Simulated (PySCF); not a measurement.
# Where the electron goes

C₅H₃ClFP.
Z-matrix (Å and degrees, GFN2-xTB geometry), rows numbered from 1:
```
F 
C   1  1.3538
C   2  1.3784  1  116.93
C   3  1.3834  2  122.40  1  -179.97
C   4  1.3879  3  121.72  2    -0.00
Cl  5  1.7359  4  117.58  3   179.95
C   5  1.3786  4  124.40  3    -0.03
P   7  1.7329  5  125.82  4     0.03
H   3  1.0812  2  117.98  1     0.01
H   4  1.0786  3  119.30  2  -180.00
H   7  1.0814  5  118.02  4  -179.98
```

The calculation used PySCF, TDDFT wB97X-D/def2-SVPD, vertical, gas phase, core orbitals frozen in the response.

Frontier orbitals with the atoms that hold most of them (Löwdin shares over 4%, at most four atoms; ? is withheld):

```tsv
orbital	ε (eV)	atoms
LUMO+2	1.95	Cl6 50%, C5 15%, P8 7%, C4 5%
LUMO+1	0.45	C5 19%, C2 19%, C7 16%, C3 16%
LUMO	-0.43	P8 34%, C4 18%, C7 16%, C2 13%
HOMO	?	?
HOMO-1	-9.86	?
HOMO-2	-10.40	P8 57%, C2 11%, C7 11%, Cl6 10%
HOMO-3	-11.35	Cl6 72%, P8 7%, C5 6%
```

(1) Give the leading atoms of the HOMO-1.

(2) Give the leading atoms of the HOMO.

(3) What is the HOMO energy, and the HOMO–LUMO gap?

Answers

(1) C7 (bonded to C, P and H) 30%; C3 (bonded to 2 C and H) 17%; P8 (bonded to 2 C) 15%; C5 (bonded to 2 C and Cl) 10%. By element: carbon 57% or more, phosphorus 15%.

(2) C2 (bonded to C, F and P) 20%; P8 (bonded to 2 C) 19%; Cl6 (bonded to C) 15%; C5 (bonded to 2 C and Cl) 14%. By element: carbon 33% or more, phosphorus 19%, chlorine 15%.

(3) ε(HOMO) = -9.08 eV; the gap is 8.65 eV (0.3179 hartree).

**Question.** The HOMO–LUMO gap is 8.65 eV. Where does the response calculation put the lowest singlet, and from which orbitals?

**Answer.** S1 is at 4.54 eV (f = 0.030), 4.11 eV below the gap, made of HOMO→LUMO (65%), HOMO-1→LUMO (13%), HOMO→LUMO+1 (12%). 

**Question.** Give energy, strength and leading configuration of S3, S5 and S6, and follow the Löwdin shares of the leading atoms from the occupied to the empty orbital.

**Answer.** 
- S3 (5.33 eV, f 0.019), HOMO-2→LUMO (96%): P8 57% → 34%, C2 11% → 13%, C4 at most 10% → 18%
- S5 (6.12 eV, f 0.0001), HOMO-2→LUMO+1 (96%): P8 57% → at most 17%, C2 11% → 19%, C5 at most 10% → 19%
- S6 (6.42 eV, f 0.349), HOMO-1→LUMO+1 (82%): C7 30% → 16%, C3 17% → 16%, C5 10% → 19%, C2 at most 11% → 19%

On an Arm Neoverse V1 with one thread, shared host with 32 logical CPUs at a one-minute load of 21, this took 35 s and 0.85 GiB of memory at its peak.
